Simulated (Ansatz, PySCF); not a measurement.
Cd(I)(Et) (C2H5CdI), SMILES C[CH2][Cd][I]. Atoms are numbered in the order given.

```xyz
9

Cd    -0.1141    -0.4666     0.0985
I      1.1524     1.4671     1.3267
C     -1.1436    -2.0390    -0.8994
C     -1.6865    -1.6835    -2.2775
H     -1.9529    -2.3544    -0.2214
H     -0.4361    -2.8819    -0.9551
H     -0.8902    -1.3855    -2.9772
H     -2.4121    -0.8560    -2.2410
H     -2.2065    -2.5443    -2.7333
```

The structure is a stationary point at PBE0-D3(BJ)/def2-SVP. The structure was generated by enumeration; whether it is a known compound was not checked. The def2 effective core potentials stand for the cores of Cd, I; spin–orbit coupling is left out. One conformer was computed; it need not be the lowest.

Two levels are set side by side: PBE-D3(BJ)/def2-SVP (Ansatz, an electronic-structure program) and PBE0-D3(BJ)/def2-SVP (Ansatz). Each level has its own optimised geometry; the coordinates shown are those of the second. Frequencies come from the Hessian of PySCF at each geometry. Differences are taken from unrounded values.

```csv
quantity,PBE0-D3(BJ)
mean bond length (Å),1.472
bond Cd1–I2 (Å),2.618
bond Cd1–C3 (Å),2.128
bond C3–C4 (Å),1.523
bond C3–H5 (Å),1.102
bond C3–H6 (Å),1.102
bond C4–H7 (Å),1.101
bond C4–H8 (Å),1.101
bond C4–H9 (Å),1.104
highest harmonic wavenumber (cm⁻¹),3149
mean harmonic wavenumber (cm⁻¹),1362
zero-point energy (kcal/mol),40.89
```

Task: What does PBE-D3(BJ) give, and how far is it from PBE0-D3(BJ)? (The exact figures need the calculation; the answer reports its results.)

Result: 
```tsv
quantity	PBE-D3(BJ)	PBE-D3(BJ) minus PBE0-D3(BJ)
mean bond length (Å)	1.482	0.010
bond Cd1–I2 (Å)	2.638	0.020
bond Cd1–C3 (Å)	2.142	0.014
bond C3–C4 (Å)	1.529	0.006
bond C3–H5 (Å)	1.110	0.008
bond C3–H6 (Å)	1.110	0.008
bond C4–H7 (Å)	1.109	0.008
bond C4–H8 (Å)	1.109	0.008
bond C4–H9 (Å)	1.113	0.009
highest harmonic wavenumber (cm⁻¹)	3063	-86
mean harmonic wavenumber (cm⁻¹)	1320	-42
zero-point energy (kcal/mol)	39.63	-1.26
```

Exact exchange shortens and stiffens bonds; PBE has none. Differences between two approximate levels are no errors against the true value.
